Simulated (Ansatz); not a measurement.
Consider the formal exchange of groups at a B–Se bond: `NB(O)[SeH]` + `CC` → `CCB(N)O` + H₂Se.

Isolated molecules relaxed with PBE0-D4/def2-TZVP in Ansatz; ΔE leaves out vibrations. CBS: MP2 limit from def2 TZ/QZ plus the TZ coupled-cluster correction, frozen cores. This one scheme is used for every species. DFT in def2-TZVPP. B3LYP here is the variant with VWN-RPA as its local correlation; programs differ in this. HSE06 is defined as in plane-wave codes. For Se outer-core shells are correlated without core-valence functions, which leaves a few kJ/mol of doubt a bond. Scalar relativity is left out up to krypton. One conformer a species, not always the lowest.

`NB(O)[SeH]`:

```xyz
8

N     0.692    0.016    0.721
B    -0.160    0.123   -0.390
O     0.099    0.903   -1.482
Se   -1.869   -0.859   -0.512
H     1.565    0.510    0.797
H     0.487   -0.562    1.514
H     0.926    1.387   -1.439
H    -1.740   -1.520    0.791
```

`CC`:

Cartesian coordinates in Å:
```
C 0.284 -0.579 0.400
C -0.284 0.579 -0.400
H 0.876 -0.225 1.248
H -0.509 -1.217 0.797
H 0.934 -1.207 -0.213
H -0.876 0.225 -1.248
H 0.509 1.217 -0.797
H -0.934 1.207 0.213
```

`CCB(N)O`:

Z-matrix (Å, degrees):
```
C
C 1 1.527
H 1 1.094 2 111.3
H 1 1.093 2 111.8 3 120.2
H 1 1.092 2 110.9 3 -119.2
B 2 1.578 1 114.1 3 63.5
H 2 1.096 1 110.1 3 -61.6
H 2 1.098 1 109.0 3 -176.8
O 6 1.377 2 117.2 1 43.2
N 6 1.410 2 121.2 1 -137.6
H 9 0.959 6 114.4 2 179.4
H 10 1.004 6 121.7 2 1.3
H 10 1.005 6 124.9 2 -177.5
```

H₂Se:

Z-matrix (Å, degrees):
```
Se
H 1 1.467
H 1 1.467 2 91.2
```

| level | ΔE (kJ/mol) | difference from CCSD(T)/CBS |
| --- | --- | --- |
| LDA (SPW92) | 48.6 | -5.0 |
| PBE-D4 | 54.4 | 0.8 |
| B3LYP-D4 | 53.3 | -0.3 |
| HSE06-D4 | 54.9 | 1.3 |
| ωB97X-V | 51.4 | -2.2 |
| PBE-QIDH | 56.5 | 2.9 |
| BLYP | 53.8 | 0.2 |
| r2SCAN | 55.9 | 2.3 |
| HSE06 | 55.4 | 1.8 |
| HF/def2-SVP | 52.6 | -1.0 |
| MP2/def2-SVP | 53.3 | -0.3 |
| CCSD/def2-SVP | 47.3 | -6.3 |
| CCSD(T)/def2-SVP | 47.7 | -5.9 |
| MP2/def2-TZVPP | 58.0 | 4.4 |
| CCSD/def2-TZVPP | 51.7 | -1.9 |
| MP2/CBS(def2) | 59.3 | 5.7 |
| CCSD(T)/CBS | 53.6 | 0 |

(1) What do rigid-rotor, harmonic-oscillator terms from PBE0-D4/def2-TZVP frequencies (298.15 K, 1 bar) make of the CCSD(T)/CBS value? (Estimate.)

Largest T1 diagnostic among the species: 0.011.

Answers

(1) The calculation gave: ΔZPE = -8.4 kJ/mol, ΔH = +46.3 kJ/mol, ΔS = 8 J/(mol·K), ΔG = +43.9 kJ/mol. Modes under 50 cm⁻¹ make the entropy rough.

At CCSD(T), def2-SVP lies −5.9 kJ/mol from the extrapolated value and def2-TZVPP −1.3 kJ/mol. Leaving LDA and LC-ωPBE aside and taking each functional with its dispersion term where it has one, the values, not all of them listed here, spread over 6.7 kJ/mol, from CAM-B3LYP-D4 to PBE-QIDH. LDA lies −6.4 kJ/mol from PBE without D4.
